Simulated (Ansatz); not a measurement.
Z-matrix (Å, degrees):
```
Ge
Al 1 2.486
F 1 1.765 2 103.7
H 1 1.545 2 117.8 3 -114.7
H 1 1.545 2 117.8 3 114.7
N 2 1.760 1 112.4 3 0.1
H 2 1.582 1 126.6 3 -179.9
H 6 1.008 2 122.8 1 -0.0
H 6 1.007 2 126.5 1 180.0
```

The species carries charge 0 and has multiplicity 1.

**Question.** List the PBE0/def2-TZVPP orbital energies in eV (Ansatz 0.2.0). (Best estimate.)

**Answer.** Ansatz gave: Occupied: -10860.23, -1527.85, -1358.45, -1208.28, -1208.25, -1208.25, -672.55, -390.88, -171.20, -121.06, -120.96, -120.94, -113.75, -73.85, -73.69, -73.66, -34.23, -33.83, -33.80, -33.74, -33.71, -31.10, -23.39, -15.42, -13.63, -12.52, -11.51, -11.29, -11.02, -9.72, -9.18, -7.86, -7.69. Lowest empty: -1.33, -0.70, 0.19, 1.05, 1.93, 2.21, 2.50, 2.76.
